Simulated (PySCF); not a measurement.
Simulation results for BH6NSi2, B2H5NSi, C2H7AlN, AlBFH2O and others

All values are calculated (PySCF 2.14.0). Calculation on a computer-drawn molecule: the log of a Hartree-Fock and frozen-core CCSD(T) single point meant for a local Hartree-Fock minimum, with one planted fault or none, to be diagnosed. Offsets are logged minus clean, where the clean run is the same molecule without the fault. The reference is restricted for singlets and unrestricted otherwise, and also for a bond in bohr or an excited solution. Adding or removing an electron swaps singlet and doublet. The excited solution moves the top pair (singlet) or top alpha electron (doublet) to the lowest empty orbital. Highest occupied and lowest empty are orbital energies over both spins, largest force is the largest gradient component, triples share is (T) over the correlation energy, the T1 limit is 0.02 restricted and 0.045 unrestricted, electrons count all cores, a negative frequency is imaginary (commonest isotopes), and the dipole is about the centre of nuclear charge.

Common to all runs: meant basis cc-pV(D+d)Z; logged SCF converged yes; logged CC converged yes; logged SCF stable within its kind yes; possible faults no fault, one electron removed, one electron added, multiplicity raised by two, geometry at a saddle point, SCF held on an excited solution, minimal basis STO-3G, one bond length entered in bohr, all coordinates scaled.

(1) 
```xyz
10
formula=BH6NSi2 meant_charge=0 meant_multiplicity=1 logged_electrons=46 logged_basis_functions=34 logged_spin_squared=0 logged_highest_occupied=-8.4331 logged_lowest_empty=9.5265 logged_largest_force=0.092555 logged_T1_diagnostic=0.015414 logged_D1_diagnostic=0.050236 logged_triples_share=0.024633 logged_dipole_magnitude=0.13848 logged_energy_HF=-652.82528 logged_energy_CCSD(T)=-653.07832 planted_fault=minimal_basis_STO-3G HF_energy_offset_from_clean_run=4822 CCSD(T)_energy_offset_from_clean_run=4989
N     -0.7398    -1.4212     2.4320
B     -0.9824    -0.2829     2.0376
Si    -1.3514     1.5690     1.3582
Si    -0.1870     1.9594    -0.6657
H     -0.5505    -2.3329     2.7550
H     -2.8104     1.7146     1.1406
H     -0.9244     2.5473     2.3867
H     -0.4593     3.3358    -1.1449
H     -0.6289     0.9930    -1.6985
H      1.2707     1.8038    -0.4495
```

Units: logged_highest_occupied, logged_lowest_empty in eV; logged_largest_force in hartree/bohr; logged_dipole_magnitude in debye; logged_energy_HF, logged_energy_CCSD(T) in hartree; HF_energy_offset_from_clean_run, CCSD(T)_energy_offset_from_clean_run in kcal/mol.

Drawn bonds:
```tsv
atom	other atom	order
1	2	2
2	3	1
3	4	1
1	5	1
3	6	1
3	7	1
4	8	1
4	9	1
4	10	1
```

(2) 
```xyz
9
formula=B2H5NSi meant_charge=0 meant_multiplicity=1 logged_electrons=36 logged_basis_functions=90 logged_spin_squared=1.1863 logged_highest_occupied=-8.7138 logged_lowest_empty=0.98343 logged_largest_force=0.011291 logged_T1_diagnostic=0.054483 logged_D1_diagnostic=0.19523 logged_triples_share=0.034197 logged_dipole_magnitude=2.4254 logged_energy_HF=-395.50953 logged_energy_CCSD(T)=-395.97545 planted_fault=one_bond_length_entered_in_bohr,row_2_of_the_drawn_bonds HF_energy_offset_from_clean_run=68.58 CCSD(T)_energy_offset_from_clean_run=82.05
N     -1.6573    -0.0506     0.5815
B     -1.9517    -1.0789    -0.3141
B      0.1843    -2.5573    -2.2260
Si     0.8319    -1.9367    -4.0199
H     -2.3488     0.3672     1.1687
H     -0.7419     0.3214     0.7257
H     -3.1063    -1.4324    -0.3793
H      0.6536    -3.6090    -1.8508
H     -0.2941    -2.6616    -4.7379
```

Units: logged_highest_occupied, logged_lowest_empty in eV; logged_largest_force in hartree/bohr; logged_dipole_magnitude in debye; logged_energy_HF, logged_energy_CCSD(T) in hartree; HF_energy_offset_from_clean_run, CCSD(T)_energy_offset_from_clean_run in kcal/mol.

Drawn bonds:
```tsv
atom	other atom	order
1	2	1
2	3	1
3	4	1
1	5	1
1	6	1
2	7	1
3	8	1
4	9	1
```

Notes: T1 above single-reference limit.

(3) 
```xyz
11
formula=C2H7AlN meant_charge=0 meant_multiplicity=2 logged_electrons=39 logged_basis_functions=100 logged_spin_squared=0.7556 logged_highest_occupied=-8.0493 logged_lowest_empty=1.4591 logged_largest_force=2.169e-05 logged_lowest_frequency=207.82 logged_T1_diagnostic=0.015717 logged_D1_diagnostic=0.060956 logged_triples_share=0.028917 logged_dipole_magnitude=0.91756 logged_energy_HF=-376.16588 logged_energy_CCSD(T)=-376.74375 planted_fault=no_fault HF_energy_offset_from_clean_run=0 CCSD(T)_energy_offset_from_clean_run=0
C     -0.2179     1.6339     0.4573
N     -0.1687     0.3918     1.2009
C     -1.4429     0.0744     1.8167
Al     1.2799    -0.6325     1.3485
H     -0.4815     2.4813     1.1026
H     -0.9616     1.5937    -0.3484
H      0.7497     1.8546     0.0022
H     -2.2372    -0.0301     1.0670
H     -1.7568     0.8573     2.5185
H     -1.3834    -0.8636     2.3704
H      1.1208    -1.9609     2.2142
```

Units: logged_highest_occupied, logged_lowest_empty in eV; logged_largest_force in hartree/bohr; logged_lowest_frequency in cm⁻¹; logged_dipole_magnitude in debye; logged_energy_HF, logged_energy_CCSD(T) in hartree; HF_energy_offset_from_clean_run, CCSD(T)_energy_offset_from_clean_run in kcal/mol.

Drawn bonds:
```tsv
atom	other atom	order
1	2	1
2	3	1
2	4	1
1	5	1
1	6	1
1	7	1
3	8	1
3	9	1
3	10	1
4	11	1
```

(4) 
```xyz
6
formula=AlBFH2O meant_charge=1 meant_multiplicity=1 logged_electrons=35 logged_basis_functions=75 logged_spin_squared=0.7687 logged_highest_occupied=-26.127 logged_lowest_empty=-15.462 logged_largest_force=0.10018 logged_T1_diagnostic=0.029191 logged_D1_diagnostic=0.12539 logged_triples_share=0.027226 logged_dipole_magnitude=7.5532 logged_energy_HF=-441.32385 logged_energy_CCSD(T)=-441.83998 planted_fault=one_electron_removed HF_energy_offset_from_clean_run=373.3 CCSD(T)_energy_offset_from_clean_run=381.9
O      1.3960    -1.3471    -3.1059
B      1.8486    -1.6502    -1.9177
Al     2.9857     0.0712    -1.0507
F      3.8048     1.3153    -0.4269
H      0.8931    -2.0113    -3.5719
H      1.7551    -2.6372    -1.2670
```

Units: logged_highest_occupied, logged_lowest_empty in eV; logged_largest_force in hartree/bohr; logged_dipole_magnitude in debye; logged_energy_HF, logged_energy_CCSD(T) in hartree; HF_energy_offset_from_clean_run, CCSD(T)_energy_offset_from_clean_run in kcal/mol.

Drawn bonds:
```tsv
atom	other atom	order
1	2	1
2	3	1
3	4	1
1	5	1
2	6	1
```

(5) 
```xyz
10
formula=C2H6AlO meant_charge=0 meant_multiplicity=2 logged_electrons=39 logged_basis_functions=95 logged_spin_squared=1.7029 logged_highest_occupied=-9.028 logged_lowest_empty=0.79902 logged_largest_force=0.01938 logged_T1_diagnostic=0.027012 logged_D1_diagnostic=0.14824 logged_triples_share=0.029978 logged_dipole_magnitude=0.29636 logged_energy_HF=-395.84904 logged_energy_CCSD(T)=-396.38961 planted_fault=one_bond_length_entered_in_bohr,row_2_of_the_drawn_bonds HF_energy_offset_from_clean_run=76.37 CCSD(T)_energy_offset_from_clean_run=101.9
C      0.4554    -0.4191     0.7469
C     -0.5029     0.6794     1.1049
O      0.5317     2.1549     2.9443
Al    -2.2438     0.9839     0.3429
H      0.6776    -1.0324     1.6263
H      1.4043     0.0019     0.3987
H      0.0550    -1.0659    -0.0348
H     -0.0582     2.8539     3.1844
H     -3.0633     2.2216     0.8998
H     -2.7943     0.0237    -0.7822
```

Units: logged_highest_occupied, logged_lowest_empty in eV; logged_largest_force in hartree/bohr; logged_dipole_magnitude in debye; logged_energy_HF, logged_energy_CCSD(T) in hartree; HF_energy_offset_from_clean_run, CCSD(T)_energy_offset_from_clean_run in kcal/mol.

Drawn bonds:
```tsv
atom	other atom	order
1	2	1
2	3	1
2	4	1
1	5	1
1	6	1
1	7	1
3	8	1
4	9	1
4	10	1
```
